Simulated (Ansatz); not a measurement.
`C[O][Ge][NH2]` + `[NH2][In]([SH])[Br]` → `[NH2][Ge][Br]` + `C[O][In]([NH2])[SH]`  (redistribution)

Calculated with Ansatz (gas phase, PBE0-D4/def2-TZVP geometries, no zero-point term in ΔE). CBS: MP2 limit from def2 TZ/QZ plus the TZ coupled-cluster correction, frozen cores. DFT in def2-TZVPP. HSE06 is defined as in plane-wave codes. def2 core potentials past Kr. For Br, Ge, In outer-core shells are correlated without core-valence functions, which leaves a few kJ/mol of doubt a bond. Scalar relativity is left out up to krypton. One conformer a species, not always the lowest.

`C[O][Ge][NH2]`:

Cartesian coordinates in Å:
```
C -0.736 -0.196 1.562
O -0.400 -0.090 0.203
Ge 1.284 0.280 -0.304
N 0.877 0.240 -2.069
H 0.123 -0.035 2.228
H -1.502 0.543 1.817
H -1.141 -1.192 1.771
H 1.549 0.401 -2.801
H -0.054 0.051 -2.408
```

`[NH2][In]([SH])[Br]`:

```xyz
7

N     0.772   -0.091    1.551
In   -0.240   -0.065   -0.181
S     0.007    1.556   -1.887
Br   -2.034   -1.738   -0.451
H     1.705    0.296    1.542
H     0.778   -0.976    2.038
H    -0.987    1.018   -2.613
```

`[NH2][Ge][Br]`:

```xyz
5

N    -0.351    0.597    0.208
Ge   -0.700   -1.058   -0.438
Br    1.564   -1.750   -0.583
H     0.573    0.957    0.393
H    -1.086    1.254    0.420
```

`C[O][In]([NH2])[SH]`:

Z-matrix (Å, degrees):
```
C
O 1 1.400
H 1 1.100 2 112.9
H 1 1.096 2 108.6 3 -118.8
H 1 1.100 2 112.9 3 122.4
In 2 1.984 1 122.0 3 -61.6
S 6 2.376 2 117.3 1 0.2
N 6 2.008 2 115.6 1 174.5
H 7 1.344 6 92.2 2 -1.8
H 8 1.010 6 116.4 2 155.1
H 8 1.011 6 114.8 2 25.9
```

Problem. Is it downhill or uphill in electronic energy at CCSD(T)/CBS, and by how much? (An estimate is asked.)

Solution. Ansatz gave: Uphill: ΔE = +0.65 eV.

Problem. What do these levels give: HSE06-D4, ωB97M-V, PBE-QIDH, PBE0, CAM-B3LYP, CCSD(T)/def2-TZVPP? (Best estimate.)

Solution. The calculation gave: HSE06-D4 0.64, ωB97M-V 0.67, PBE-QIDH 0.71, PBE0 0.65, CAM-B3LYP 0.68, CCSD(T)/def2-TZVPP 0.68 eV.

Problem. What do rigid-rotor, harmonic-oscillator terms from PBE0-D4/def2-TZVP frequencies (298.15 K, 1 bar) make of the CCSD(T)/CBS value? (Estimate.)

Solution. Ansatz gave: ΔZPE = -0.01 eV, ΔH = +0.64 eV, ΔS = 9 J/(mol·K), ΔG = +0.61 eV. Modes under 50 cm⁻¹ make the entropy rough.

Largest T1 diagnostic among the species: 0.015.

At CCSD(T), def2-SVP lies +0.08 eV from the extrapolated value and def2-TZVPP +0.03 eV. From r2SCAN to r2SCAN0 (25 % exact exchange), in def2-TZVPP and without D4, ΔE moves by +0.05 eV. In def2-TZVPP, CCSD(T) changes the Hartree–Fock value by −0.13 eV (the triples alone add −0.02 eV) and MP2 by −0.11 eV.
